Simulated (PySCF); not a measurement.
Si(Cl)2(F)(SH) (Cl2FHSSi), SMILES S[Si](Cl)(F)Cl. Atoms are numbered in the order given.

```xyz
6

F     -0.4665     0.4635     1.7461
Si    -0.0644     0.0608     0.2361
S      1.7746    -0.9888     0.1744
Cl    -1.5068    -1.1884    -0.4971
Cl    -0.0102     1.8183    -0.8192
H      2.4961     0.0896     0.5654
```
Charge 0, spin multiplicity 1.

The structure is a stationary point at B3LYP-D3(BJ)/def2-SVP. This is a generated structure with no PubChem entry under its InChIKey; it may be hypothetical. One conformer was computed; it need not be the lowest.

All values below come from PBE/def2-TZVP (PySCF).

Gas-phase values at a fixed geometry.

### Question
Estimate the frontier levels, gap, dipole moment and polarisability. (Estimate from the structure and the level; the computed values follow.)

### Answer

| Quantity | Value |
|---|---|
| highest occupied level | -7.06 eV |
| lowest empty level | -1.52 eV |
| orbital gap | 5.55 eV |
| dipole moment | 1.22 D |
| quadrupole, principal values (traceless, Buckingham form, about the centre of nuclear charge) | -5.18, -1.42, 6.60 D·Å |
| mean static polarisability | 65.6 bohr³ (9.72 Å³) |
| polarisability, principal values | 51.7, 70.7, 74.4 bohr³ |
